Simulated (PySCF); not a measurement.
Some computed properties have been withheld. Give your best values.

C4HClN2O.
SMILES: `C#CC1=NOC(Cl)=N1`

```json
{"property": "point group of the GFN2-xTB geometry", "level": "GFN2-xTB", "value": "Cs"}
{"property": "rotational constants A, B, C of the GFN2-xTB geometry", "level": "GFN2-xTB", "value": "?"}
{"property": "dipole moment", "level": "wB97X-D/def2-SVPD", "value": "?"}
{"property": "HOMO energy", "level": "wB97X-D/def2-SVPD", "value": "-10.03 eV"}
{"property": "LUMO energy", "level": "wB97X-D/def2-SVPD", "value": "-0.04 eV"}
{"property": "lowest singlet excitation", "level": "TDDFT wB97X-D/def2-SVPD", "value": "?"}
{"property": "strongest line among the 8 lowest singlet transitions", "level": "TDDFT wB97X-D/def2-SVPD", "value": "?"}
{"property": "lowest triplet excitation (Tamm–Dancoff)", "level": "TDA wB97X-D/def2-SVPD", "value": "?"}
{"property": "static isotropic polarisability", "level": "wB97X-D/def2-SVPD", "value": "75.1 au"}
{"property": "electronic spatial extent ⟨r²⟩ about the centre of nuclear charge", "level": "wB97X-D/def2-SVPD", "value": "?"}
{"property": "13C chemical shifts (computed TMS as zero) by class", "level": "GIAO PBE0/pcSseg-1", "value": "177.0 (1 C), 161.2 (1 C), 96.3 (1 C), 75.5 (1 C) ppm"}
{"property": "1H chemical shifts (computed TMS as zero) by class", "level": "GIAO PBE0/pcSseg-1", "value": "3.08 (1 H) ppm"}
{"property": "isotropic shieldings of nuclei other than C and H, by class", "level": "GIAO PBE0/pcSseg-1", "value": "-160 (1 N), -23 (1 N), -87 (1 O), 724 (1 Cl) ppm"}
```

Electronic properties: PySCF, gas phase, density fitting.

(1) What is the dipole moment?

(2) What are the rotational constants A, B, C of the GFN2-xTB geometry?

(3) The electronic spatial extent ⟨r²⟩ about the centre of nuclear charge?

(4) Give the lowest singlet excitation.

(5) The lowest triplet excitation (Tamm–Dancoff)?

(6) The strongest line among the 8 lowest singlet transitions?

## Answers

(1) 0.98 D.

(2) 6.654, 0.973, 0.849 GHz.

(3) 1200 bohr².

(4) 5.67 eV (219 nm, f = 0.001).

(5) 3.93 eV.

(6) S5 at 6.65 eV (187 nm, f = 0.248).

The 8 singlets span 5.67 to 7.28 eV, and their oscillator strengths add up to 0.37. No computed singlet falls in the visible range (750 to 380 nm, 1.65 to 3.26 eV); S1 lies 2.41 eV above its blue end. The polarisability is 11.13 Å³ as a volume (1 au = 0.148185 Å³), or 1.17 au for each of the 64 electrons. With B = h/(8π²I), that is 505.379 GHz u Å² over I, the principal moments of inertia are 75.9, 519.7 and 595.6 u Å² (most abundant isotopes).
